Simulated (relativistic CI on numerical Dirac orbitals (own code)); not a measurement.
# The 3d ions of charge 1+

Method of calculation: Dirac-Coulomb-Breit CI, KLI orbitals optimised for each configuration, model QED (radiative potential, 1s self-energy scaled to tabulated hydrogen-like ionisation energies), unscaled Slater integrals (own radial code, finite nucleus).

Each species is treated in one configuration, given outside its closed core, with all valence electrons in the open shell. Radial values are for the open shell of highest l, unscaled and averaged over j; ζ includes the Breit term. Labels give the leading LS character, summed over repeated terms.

```csv
Ion,Configuration,Its lowest level,LS weight (%),Next level,E (cm⁻¹),ζ (cm⁻¹),F² (cm⁻¹),F⁴ (cm⁻¹)
Sc⁺,3d2,3F_2,100,3F_3,58.424,36.37,47490,29090
Ti⁺,3d3,4F_3/2,100,4F_5/2,63.334,72.93,54530,33470
V⁺,3d4,?,?,?,?,?,?,?
Cr⁺,3d5,6S_5/2,100,4G_11/2,25280,179.3,66910,41150
Mn⁺,3d6,5D_4,100,5D_3,258.33,252.8,72620,44700
Fe⁺,3d7,4F_9/2,100,4F_7/2,531.9,342.3,78150,48120
Co⁺,3d8,3F_4,100,3F_3,906.08,449.8,83530,51450
Ni⁺,3d9,2D_5/2,100,2D_3/2,1450.1,577.6,,
```

Question: Fill in the row of V⁺.

Answer: Its lowest level 5D_0; LS weight (%) 100; Next level 5D_1; E (cm⁻¹) 32.346; ζ (cm⁻¹) 120; F² (cm⁻¹) 60920; F⁴ (cm⁻¹) 37440.

NIST ASD lists another ground level for Sc⁺ (3D1), Ti⁺ (4F3/2), Mn⁺ (7S3), Fe⁺ (6D9/2).

With one configuration, terms of near-neutral atoms and ions can be 10 to 25 % off, and close levels can change places.

At low charge ζ of a weakly bound d or f electron comes out too small.
